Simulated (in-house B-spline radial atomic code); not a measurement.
RPA and G0W0 for Be, [He] 2s2, as one setting changes: the highest l of the empty states. Start: Hartree-Fock. A dash marks a level of low quasi-particle weight. Computed with an all-electron radial atomic-structure program (B-spline basis): all electrons, non-relativistic, point nucleus, each spin shell either full or empty, empty states to the listed l with an (l + 1/2)⁻⁴ tail; G0W0 by contour deformation at full frequency.

| highest l of the empty states | RPA summed (Eh) | RPA extrapolated (Eh) | G0W0 level (eV) |
| --- | --- | --- | --- |
| 2 | -0.12401 | -0.13079 | 2s -9.173 |
| 3 | ? | ? | ? |
| 4 | -0.13027 | -0.13217 | 2s -9.200 |
| 5 | -0.1311 | -0.13225 | 2s -9.202 |
| 6 | -0.13153 | -0.13227 | 2s -9.202 |
| 7 | -0.13177 | -0.13228 | 2s -9.203 |
| 8 | ? | ? | ? |
| 9 | -0.13202 | -0.13227 | 2s -9.203 |
| 10 | -0.13208 | -0.13226 | 2s -9.203 |
| 11 | -0.13212 | -0.13225 | 2s -9.203 |

(1) What belongs in the row for 3?

(2) What belongs in the row for 8?

Answers

(1) RPA summed (Eh): -0.1285; RPA extrapolated (Eh): -0.1319; G0W0 level (eV): 2s -9.195.

(2) RPA summed (Eh): -0.13192; RPA extrapolated (Eh): -0.13228; G0W0 level (eV): 2s -9.203.
